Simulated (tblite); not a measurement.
Here is a computed GFN2-xTB geometry (Å):
```
atom  x, y, z in Å
C1    -1.595    0.879    0.891
C2    -0.461    0.169    0.140
C3    -0.461    0.629   -1.322
C4    -0.660   -1.353    0.199
S5    -2.246   -1.935   -0.511
Si6    1.197    0.608    0.994
F7     1.221   -0.093    2.454
C8     2.757   -0.156    0.136
F9     3.442    0.804   -0.543
F10    2.445   -1.109   -0.786
H11   -2.547    0.687    0.401
H12   -1.435    1.954    0.901
H13   -1.654    0.534    1.922
H14   -1.402    0.356   -1.795
H15    0.345    0.160   -1.881
H16   -0.344    1.709   -1.386
H17   -0.614   -1.724    1.222
H18    0.096   -1.861   -0.399
H19   -3.005   -1.642    0.544
H20    1.449    2.018    1.226
H21    3.465   -0.616    0.840
```

Neutral, closed shell.

Q: Which heavy atoms are bonded, and with what formal order?

A: C1–C2 1.53 Å (single); C2–C3 1.53 Å (single); C2–C4 1.54 Å (single); C4–S5 1.83 Å (single); C2–Si6 1.92 Å (single); Si6–F7 1.62 Å (single); Si6–C8 1.94 Å (single); C8–F9 1.36 Å (single); C8–F10 1.36 Å (single). Bonds to hydrogen (Å): C1–H11 1.09; C1–H12 1.09; C1–H13 1.09; C3–H14 1.09; C3–H15 1.09; C3–H16 1.09; C4–H17 1.09; C4–H18 1.09; S5–H19 1.33; Si6–H20 1.45; C8–H21 1.10.

Q: Which species is it?

A: `CC(C)(CS)[Si@@H](F)C(F)F`, C5H11F3SSi. Among its features: thiol, C–F bond, Si–H bond and C–Si bond.

Q: What is the point group of this geometry?

A: C1 (no symmetry element, even within 0.4 Å).

Q: Classify the heavy atoms.

A: C1: methyl carbon; C2: sp3 carbon bound to silicon; C3: methyl carbon; C4: sp3 carbon bound to sulfur; S5: thiol sulfur; Si6: fluorine-bound silicon; F7: silicon-bound fluorine; C8: CHF2 carbon; F9: fluorine of a CF2 group; F10: fluorine of a CF2 group.

Q: What is the arrangement about Si6?

A: It has 4 neighbours (C2, F7, C8, H20) and is distorted tetrahedral (angles from 102.5° to 116.4°).

Q: What is the arrangement about S5?

A: It has 2 neighbours (C4, H19) and is bent (angle 96.7°).
